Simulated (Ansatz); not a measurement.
Job for Ansatz (an electronic-structure program): R-CCSD(T)/def2-SVP on ClH2NPb (SMILES [NH2][Pb][Cl]), a point of a torsion scan. Elements past Kr take the def2 small-core potentials; no spin–orbit coupling. The run froze 15 orbitals, filled d shells among them.

Ansatz 0.2 input:
```yaml
crystal:
  periodic: [false, false, false]
  atoms:
    - {symbol: N, position_ang: [-0.81450142, -0.02039750, 0.04186579]}
    - {symbol: Pb, position_ang: [1.28281088, -0.45127285, -0.13022592]}
    - {symbol: Cl, position_ang: [1.04474164, -2.23898611, -1.87001033]}
    - {symbol: H, position_ang: [-1.29826721, 0.84827366, -0.11648716]}
    - {symbol: H, position_ang: [-1.44509022, -0.72969121, -0.30436368]}
basis:
  gaussian:
    orbitals: def2-SVP
magnetization: {spin_polarized: false}
correlation: {method: ccsd_t, electrons: outside_noble_gas}
scf: {lower_state_search: off}
```

The log:

```
WARN ansatz: RAYON_NUM_THREADS=1 ignored (pool sized by the plan → 1); use --threads N
Functional definition: HF
these checks for a lower state are left out or cut short: stability, starts, cluster_reference, orbital_swaps, neighbouring_geometries, increment
integrals: 0.05 GiB planned
753 factors; integrals over basis functions are off by at most 1.2e-3 eV
mean field: 0.16 GiB planned
mean field evaluation 1: about -19229.7748 eV, gradient 3.6e1 eV
mean field evaluation 2: about -19229.8540 eV, gradient 3.6e1 eV
mean field evaluation 4: about -19233.1064 eV, gradient 2.6e0 eV
mean field evaluation 8: about -19233.1468 eV, gradient 2.2e-1 eV
mean field -19233.14740394 eV, -706.8051303994 hartree, gradient 4.9e-6 eV, S^2 0.000000; 0 other end points of the search recorded, 0 dependent functions left out
15 core orbitals not correlated
reference -19233.14740394 eV, -706.8051303994 hartree; 9, 9 occupied and 44, 44 virtual orbitals, 753 factors
second order -9.99496470 eV of doubles, -0.00000000 eV of singles
coupled cluster: 0.12 GiB planned
cycle   1  -10.38956300 eV  change   -3.9e-1 eV  update   9.5e-2
cycle   2  -10.64987418 eV  change   -2.6e-1 eV  update   3.2e-2
cycle   3  -10.74416452 eV  change   -9.4e-2 eV  update   2.4e-2
cycle   4  -10.74275992 eV  change    1.4e-3 eV  update   9.2e-3
cycle   5  -10.73933050 eV  change    3.4e-3 eV  update   5.2e-3
cycle   6  -10.74044479 eV  change   -1.1e-3 eV  update   2.1e-3
cycle   7  -10.74028043 eV  change    1.6e-4 eV  update   8.6e-4
cycle   8  -10.74040234 eV  change   -1.2e-4 eV  update   2.8e-4
cycle   9  -10.74046759 eV  change   -6.5e-5 eV  update   1.3e-4
cycle  10  -10.74042368 eV  change    4.4e-5 eV  update   4.6e-5
cycle  11  -10.74044508 eV  change   -2.1e-5 eV  update   1.8e-5
cycle  12  -10.74045232 eV  change   -7.2e-6 eV  update   5.9e-6
perturbative correction -0.29811796 eV, -0.0109556331 hartree
Total energy: -19244.18597423 eV, -707.2107903753 hartree
Checks for a lower state left out: stability, starts, cluster_reference, orbital_swaps, neighbouring_geometries, increment
```

The run converged.

Cost: about 2.2 core-seconds (a rough figure).
